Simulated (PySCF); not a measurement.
**From computed data to an observable: chemical shift, span and skew from a shielding tensor**

C₄H₉FSi, SMILES F/C=C\[SiH2]CC. Atoms are numbered in the order given.

```xyz
15

C     -3.2131     0.0728    -0.1293
C     -1.8834    -0.5093    -0.6264
Si    -0.3501     0.2287     0.2114
C      1.1986    -0.5764    -0.4948
C      2.4444    -0.2618    -0.1108
F      2.6867     0.6732     0.8290
H     -3.2685     1.1680    -0.3004
H     -4.0833    -0.3848    -0.6439
H     -3.3499    -0.0936     0.9594
H     -1.7737    -0.3568    -1.7229
H     -1.8545    -1.6105    -0.4707
H     -0.4217     0.0038     1.7010
H     -0.3109     1.7196    -0.0122
H      1.1214    -1.3563    -1.2710
H      3.3832    -0.7021    -0.4920
```
Charge 0, spin multiplicity 1.

Geometry: PBE-D3(BJ)/def2-SVP. The structure was generated by enumeration; whether it is a known compound was not checked. Other conformers were not sampled.

GIAO shieldings from HF/pcSseg-1 in PySCF, non-relativistic, no solvent. The symmetric part of the tensor of C1 has the principal values 173.6, 174.2, 189.8 ppm. The same nucleus in TMS has σ = 192.6 ppm at this level (PySCF, at its B3LYP-D3(BJ)/def2-TZVP geometry).

Problem. Work out the isotropic shielding, the ¹³C shift against TMS, the span and the skew.

Solution. 
σ(iso) = (σ11 + σ22 + σ33)/3 = 179.2 ppm. δ = σ(ref) − σ(iso) = 192.6 − (179.2) = 13.4 ppm.
Span Ω = σ33 − σ11 = 16.2 ppm. Skew κ = 3(σ(iso) − σ22)/Ω = 0.93. Tumbling in solution averages the tensor to δ; in a static solid the shielding alone would spread this spin-1/2 line over Ω.
